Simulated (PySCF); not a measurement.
Species: C8H14OP (charge +1).
Bonds: C1–C2, C2–C3, C3–C4, C4–P5, P5–C6, C6–C7 (aromatic), C7–C8 (aromatic), C8–C9 (aromatic), C9–O10 (aromatic), C6–O10 (aromatic). Hydrogens: H11, H12, H13 on C1; H14, H15 on C2; H16, H17 on C3; H18, H19 on C4; H20, H21 on P5; H22 on C7; H23 on C8; H24 on C9.

NICS is the negative of the GIAO shielding at a point without a nucleus: at the ring centre (0) and 1 Å above and below it (1); zz is the component along the ring normal. Level: GIAO PBE0/pcSseg-1 (PySCF, non-relativistic, gas phase) on the GFN2-xTB geometry, one conformer.

Ring bond lengths (Å), with Mayer bond orders in brackets: C6–C7 1.376 (1.47), C7–C8 1.407 (1.33), C8–C9 1.367 (1.56), C9–O10 1.332 (1.11), O10–C6 1.359 (1.01).

Problem. What do the NICS probes read (ppm)?

Solution. 
```csv
ring,type,NICS(0),"NICS(1), two faces","NICS(1)zz, two faces",rms pucker (Å),"centre to ring atoms, mean (Å)"
C6–C7–C8–C9–O10,5-membered ring with O; formal bonds all aromatic,-11.8,-10.5 / -10.7,-26.6 / -26.9,0.00,1.16
```

Problem. What can be read from them?

Solution. 
- C6–C7–C8–C9–O10: mean NICS(1)zz -26.8 ppm, shielded. The ring is flat and has no four-coordinate atom; by the NICS criterion it is aromatic.

Problem. How equal are the bonds by HOMA? HOMA = 1 − mean of α(R − Ropt)² over the ring bonds, with Krygowski's 1993 parameters (CC: Ropt 1.388 Å, α 257.7 Å⁻²; CO: Ropt 1.265 Å, α 157.38 Å⁻²).

Solution. 
- C6–C7–C8–C9–O10: HOMA 0.53; the largest term is that of O10–C6, α(R − Ropt)² = 1.38.

Problem. At the first NICS(1) probe listed for ring C6–C7–C8–C9–O10, 1 Å off the ring, how large is the induced field along the normal in 1 T applied along it?

Solution. NICSzz × B0 = -26.6 ppm × 1 T = -27 μT, against the applied field.

Problem. How shielded are the nuclei of the rings and their hydrogens (means over atoms taken as equivalent)?

Solution. 
| atoms | environment | σ isotropic (ppm) |
| --- | --- | --- |
| C6 | substituted aromatic carbon | 65.2 |
| C7 | aromatic CH carbon | 46.1 |
| C8 | aromatic CH carbon | 63.4 |
| C9 | aromatic CH next to a ring oxygen | 21.7 |
| O10 | furan-type oxygen | 24.8 |
| H22 | aromatic hydrogen | 23.71 |
| H23 | aromatic hydrogen | 24.26 |
| H24 | aromatic hydrogen | 23.20 |

Conformer computed: `[CH3:1][CH2:2][CH2:3][CH2:4][PH2+:5][c:6]1[cH:7][cH:8][cH:9][o:10]1`: C1–C2–C3–C4 -175°, C2–C3–C4–P5 -55°, C3–C4–P5–C6 -164°, C4–P5–C6–C7 -142°.
